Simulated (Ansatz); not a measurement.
`CC(F)(F)[SiH3]` → `F[C]F` + `C[SiH3]` at 700 K and 1 bar (formal loss of a carbene).

Computed with Ansatz on PBE0-D4/def2-TZVP structures; ΔE is electronic, products minus reactants. CCSD(T)/CBS adds triple-zeta CCSD(T) − MP2 to the extrapolated MP2 energy (def2 sets, frozen cores). This one scheme is used for every species.

```json
{"species": "`CC(F)(F)[SiH3]`", "CCSD(T)/CBS energy (Eh)": "-568.36544", "H − E (kJ/mol)": "274.1", "S (J/(mol·K))": "455.8"}
{"species": "`F[C]F`", "CCSD(T)/CBS energy (Eh)": "-237.54028", "H − E (kJ/mol)": "47.1", "S (J/(mol·K))": "278.6"}
{"species": "`C[SiH3]`", "CCSD(T)/CBS energy (Eh)": "-330.73916", "H − E (kJ/mol)": "210.8", "S (J/(mol·K))": "332.0"}
```

H − E and S are ideal-gas, rigid-rotor, harmonic terms from PBE0-D4/def2-TZVP. 1 Eh = 2625.50 kJ/mol, R = 8.31446 J/(mol·K).

By hand: ΔE, ΔH, ΔS and ΔG.

ΔE = (-237.54028) + (-330.73916) − (-568.36544) = 0.08600 Eh = 225.8 kJ/mol. Δ(H − E) = 47.1 + 210.8 − 274.1 = -16.2, so ΔH = 209.6 kJ/mol. ΔS = 278.6 + 332.0 − 455.8 = 154.8 J/(mol·K). ΔG = 209.6 − 700 × (154.8)/1000 = 101.2 kJ/mol.

By hand: the equilibrium constant, and the temperature at which ΔG would vanish if ΔH and ΔS stayed fixed.

log₁₀ K = −ΔG/(RT ln 10) = -7.6. ΔG = 0 at ΔH/ΔS = 1354 K.

The number of gas molecules changes by +1, which sets the sign of ΔS. A doubt of 5 kJ/mol in ΔE shifts log₁₀ K by 0.4 here. These are equilibria of isolated gas molecules and say nothing of rates. Largest T1 diagnostic: 0.017 (customary marks: 0.02 for closed shells, 0.045 for open ones).
